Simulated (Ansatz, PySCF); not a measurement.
Spin states of H3O3Ta (SMILES [OH][Ta]([OH])[OH]), each relaxed with B3LYP-D3(BJ)/def2-TZVP.
State 1 (charge 0, multiplicity 1):
```xyz
7

Ta    -0.01441    -0.01079    -0.02159
O     -1.51724    -1.08710    -0.31320
H     -2.02831    -1.87966    -0.15748
O      0.14424     1.63295    -0.90190
H     -0.18094     2.30127    -1.50287
O      1.32937    -0.57818     1.15068
H      2.16537    -0.45419     1.59707
```
State 2 (charge 0, multiplicity 3):
```json
[
 {"atom": "Ta", "x (Å)": "0.0330", "y (Å)": "-0.1805", "z (Å)": "-0.0183"},
 {"atom": "O", "x (Å)": "-1.5824", "y (Å)": "-1.1014", "z (Å)": "-0.4218"},
 {"atom": "H", "x (Å)": "-2.2971", "y (Å)": "-1.7253", "z (Å)": "-0.3217"},
 {"atom": "O", "x (Å)": "0.1580", "y (Å)": "1.3495", "z (Å)": "-1.2232"},
 {"atom": "H", "x (Å)": "-0.1982", "y (Å)": "2.2172", "z (Å)": "-0.9965"},
 {"atom": "O", "x (Å)": "1.6000", "y (Å)": "-0.1899", "z (Å)": "1.0614"},
 {"atom": "H", "x (Å)": "2.1847", "y (Å)": "-0.4452", "z (Å)": "1.7708"}
]
```

Singlets are restricted, other states unrestricted; no spin–orbit coupling, no relativity up to Kr; see below for the cores. The largest T1 diagnostic is 0.023.

Correlated levels freeze the inner cores; with def2 sets outer-core shells near the valence are correlated too. CBS(a, b) extrapolates the correlation energy as X⁻³ and adds the Hartree–Fock energy of set b.

Codes used: Ansatz (Gaussian basis) for Hartree–Fock, density functionals and correlated methods; PySCF for the dispersion terms. Values without a source in brackets are computed. In def2 rows elements past Kr take small-core potentials, without spin–orbit coupling.

Problem. What is the computed energy of the multiplicity-3 state less that of the multiplicity-1 state (CCSD(T)/CBS(def2-SVP, def2-TZVPP))?

Solution. 16.6 kcal/mol

Problem. Estimate the energy of the multiplicity-3 state less that of the multiplicity-1 state that r2SCAN-D4/def2-TZVPP returns for this input.

Solution. 9.2 kcal/mol

Problem. What is the computed energy of the multiplicity-3 state less that of the multiplicity-1 state (B3LYP-D3(BJ)/def2-TZVPP)?

Solution. 15.1 kcal/mol

Doubts at one or more of the structures used: a restricted determinant that unrestricted orbitals would lower (CCSD(T)/CBS(def2-SVP, def2-TZVPP)).

Ansatz is an electronic-structure program.
